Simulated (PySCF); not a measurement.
**Simulated absorption spectrum**

WNCl3 (singlet state).
Z-matrix (Å and degrees, PBE0-D3(BJ)/def2-SVP geometry), rows numbered from 1:
```
W 
N   1  1.6519
Cl  1  2.2631  2  104.37
Cl  1  2.2620  2  104.36  3  -120.06
Cl  1  2.2624  2  104.32  3   120.23
```

The calculation used TDDFT CAM-B3LYP/def2-SVPD, vertical, gas phase, core orbitals frozen in the response, def2 core potentials past Kr (PySCF 2.14.0, density-fitted response routines). Spin–orbit coupling is left out.

Computed states:

```csv
state,E (eV),f
S1,3.77,0.0000
S2,3.99,0.0008
S3,3.99,0.0008
S4,4.02,0.0034
S5,4.21,0.0015
S6,4.21,0.0015
S7,5.44,0.033
S8,5.45,0.033
S9,5.73,0.0000
```

Broadening: Gaussians 0.5 eV wide at half height, area fixed by f = 4.319×10⁻⁹ ∫ε dν̃. The width is an assumption, not a result. The curve ends short of the highest state used, and states not computed would add to its high-energy end.

**Question.** What does the envelope look like, and where are its maxima?

**Answer.** 
```
E (eV)  ε (L mol⁻¹ cm⁻¹)
  3.02                 0
  3.07                 0
  3.12                 0
  3.17                 0
  3.22                 0
  3.27                 1
  3.32                 1
  3.37                 3
  3.42                 6
  3.46                10
  3.51                18
  3.56                30
  3.61                49
  3.66                75
  3.71               109
  3.76               151
  3.81               199
  3.86               250
  3.91               299
  3.95               334
  4.00               367
  4.05               385
  4.10               386
  4.15               371
  4.20               341
  4.25               300
  4.30               253
  4.35               205
  4.39               167
  4.44               125
  4.49                89
  4.54                61
  4.59                40
  4.64                27
  4.69                21
  4.74                22
  4.79                34
  4.84                63
  4.88               103
  4.93               187
  4.98               321
  5.03               523
  5.08               807
  5.13              1178
```

Maxima: 304 nm (4.08 eV), ε about 390, made up of S2 (10%), S4 (46%), S5 (17%) and S6 (17%) (ε in L mol⁻¹ cm⁻¹; maxima over ε = 5, shares over 10%). At its high-energy end, 5.13 eV, the curve is still rising (ε about 1200, from S7 and S8).

**Question.** What would ε be at 4.08 eV, the highest of these maxima, with half the width (0.25 eV)?

**Answer.** About 585 L mol⁻¹ cm⁻¹ against 388, a factor of about 1.5; a lone state at its own centre would give exactly 2.

**Question.** Coming from long wavelengths, where does ε first pass 100 L mol⁻¹ cm⁻¹?

**Answer.** At about 335 nm (3.70 eV), 0.08 eV below S1.

**Question.** Does any computed singlet lie in the visible range?

**Answer.** No computed singlet lies in the visible range (380 to 750 nm); the lowest, at 329 nm, stands 0.51 eV above its violet end (3.26 eV).

On an Arm Neoverse N1 with one thread (shared host), this took 27 s.
